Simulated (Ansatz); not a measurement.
```yaml
crystal:
  periodic: [false, false, false]
  atoms:
    - {symbol: C, position_ang: [-1.846489, 0.629768, 0.031218]}
    - {symbol: Al, position_ang: [0.107451, 0.363364, 0.014805]}
    - {symbol: C, position_ang: [0.972065, -0.264129, 1.672488]}
    - {symbol: N, position_ang: [0.387155, -1.180349, -1.307796]}
    - {symbol: O, position_ang: [1.046235, 1.392391, -1.037173]}
    - {symbol: H, position_ang: [-2.125234, 1.498742, 0.637929]}
    - {symbol: H, position_ang: [-2.258203, 0.807439, -0.968729]}
    - {symbol: h, position_ang: [-2.381672, -0.225271, 0.460828]}
    - {symbol: H, position_ang: [2.019093, -0.550414, 1.521739]}
    - {symbol: H, position_ang: [0.973886, 0.516619, 2.441499]}
    - {symbol: H, position_ang: [0.455476, -1.124488, 2.114068]}
    - {symbol: H, position_ang: [0.903851, -1.967230, -0.932570]}
    - {symbol: H, position_ang: [0.952116, -0.730093, -2.024207]}
    - {symbol: H, position_ang: [-0.464017, -1.526885, -1.734934]}
    - {symbol: H, position_ang: [1.236388, 2.309836, -0.859566]}
basis:
  gaussian: {orbitals: def2-TZVPD}
magnetization: {spin_polarized: true, initial_magnetization: 2}
hamiltonian: {xc: {name: B2GP-PLYP}}
scf: {lower_state_search: full}
output: {forces: true}
```

```sh
$ ansatz run in.yaml --threads 4 --pin off --events-out ev --progress --plain --max-ram 10444MiB
```

How does Ansatz answer? (Best estimate.)

Ansatz gave: The program refused the input.
```
Error: YAML parse error: error: line 11 column 16: `h` is not an element symbol (H … Og, case-exact)
 9 |     - {symbol: H, position_ang: [-2.125234, 1.498742, 0.637929]}
10 |     - {symbol: H, position_ang: [-2.258203, 0.807439, -0.968729]}
11 |     - {symbol: h, position_ang: [-2.381672, -0.225271, 0.460828]}
12 |     - {symbol: H, position_ang: [2.019093, -0.550414, 1.521739]}
13 |     - {symbol: H, position_ang: [0.973886, 0.516619, 2.441499]}
```
